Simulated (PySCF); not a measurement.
TiOCl₂, SMILES [O]=[Ti]([Cl])[Cl], multiplicity 1. Atoms are numbered in the order given.

```xyz
4

Ti    -0.1061     0.3093     0.0000
O      0.1100     1.8814     0.0000
Cl     0.0428    -0.6428    -2.0036
Cl     0.0428    -0.6428     2.0036
```

Geometry: TPSSh-D3(BJ)/def2-SVP. The spin state was assumed, not searched.

The numbers are results of HF/pcSseg-1 (PySCF), not measurements.

GIAO shieldings, no solvent; atoms alike by connectivity are averaged. δ = σ(ref) − σ: ¹⁷O against H2O (σ = 333.0 ppm); ³⁵Cl against HCl (σ = 958.2 ppm), references at their B3LYP-D3(BJ)/def2-TZVP geometries, non-relativistic (without spin–orbit terms, shifts of atoms bonded to Cl or Br come out too high).

| nucleus | atoms | count | δ (ppm) |
|---|---|---|---|
| ¹⁷O | O2 | 1 | 2342.1 |
| ³⁵Cl | Cl3, Cl4 | 2 | 350.1 |
